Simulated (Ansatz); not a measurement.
Gas-phase electronic energies from Ansatz, PBE0-D4/def2-TZVP geometries. CCSD(T)/CBS adds triple-zeta CCSD(T) − MP2 to the extrapolated MP2 energy (def2 sets, frozen cores). DFT in def2-TZVPP. B3LYP here is the variant with VWN-RPA as its local correlation; programs differ in this. For As, Se outer-core shells are correlated without core-valence functions, which leaves a few kJ/mol of doubt a bond. Scalar relativity is left out up to krypton. Each species was taken in one conformer, which may not be the lowest.

Reaction (redistribution): `C[Se][SiH](F)Cl` + `O[SiH2][AsH2]` → `C[Se][AsH2]` + `O[SiH2][SiH](F)Cl`

`C[Se][SiH](F)Cl`:

Cartesian coordinates in Å:
```
C -0.954 -0.113 -1.277
Se 0.259 -1.400 -0.431
Si 0.858 -0.035 1.245
F 1.945 -0.808 2.108
Cl 1.686 1.704 0.563
H -1.405 -0.640 -2.116
H -1.733 0.194 -0.582
H -0.393 0.746 -1.637
H -0.262 0.352 2.127
```

`O[SiH2][AsH2]`:

Z-matrix (Å, degrees):
```
Si
As 1 2.354
O 1 1.651 2 105.3
H 1 1.491 2 108.2 3 119.5
H 1 1.490 2 113.5 3 -121.1
H 2 1.525 1 90.2 3 176.4
H 2 1.522 1 92.4 3 84.3
H 3 0.958 1 117.7 2 -173.7
```

`C[Se][AsH2]`:

```xyz
8

C    -0.191    0.097   -1.481
Se    0.558    1.011    0.074
As   -0.072   -0.625    1.670
H     0.013    0.743   -2.335
H     0.295   -0.864   -1.629
H    -1.266   -0.028   -1.369
H     1.278   -0.692    2.373
H    -0.616    0.359    2.698
```

`O[SiH2][SiH](F)Cl`:

Z-matrix (Å, degrees):
```
Si
Si 1 2.351
O 1 1.648 2 108.5
H 1 1.482 2 112.0 3 117.3
H 1 1.489 2 107.6 3 -122.2
Cl 2 2.061 1 105.3 3 43.4
F 2 1.597 1 111.5 3 160.3
H 2 1.482 1 117.9 3 -75.3
H 3 0.959 1 117.0 2 -49.8
```

```
             level  ΔE (kcal/mol)  difference from CCSD(T)/CBS
           PBE0-D4           15.6                         -1.8
          B3LYP-D4           14.5                         -2.9
           ωB97X-V           15.9                         -1.5
            B2PLYP           15.7                         -1.7
            r2SCAN           16.4                         -1.0
              PBE0           15.2                         -2.2
             B3LYP           13.8                         -3.6
     HF/def2-TZVPP           15.2                         -2.2
    MP2/def2-TZVPP           18.8                          1.4
SCS-MP2/def2-TZVPP           17.2                         -0.2
   CCSD/def2-TZVPP           16.7                         -0.7
CCSD(T)/def2-TZVPP           16.8                         -0.6
     HF/def2-QZVPP           15.0                         -2.4
    MP2/def2-QZVPP           19.1                          1.7
SCS-MP2/def2-QZVPP           17.4                          0.0
      HF/CBS(def2)           15.0                         -2.4
       CCSD(T)/CBS           17.4                            0
```

Largest T1 diagnostic among the species: 0.012.

From PBE to PBE0 (25 % exact exchange), in def2-TZVPP and without D4, ΔE moves by +1.4 kcal/mol. In def2-TZVPP, CCSD(T) changes the Hartree–Fock value by +1.7 kcal/mol (the triples alone add +0.1 kcal/mol) and MP2 by +3.7 kcal/mol.
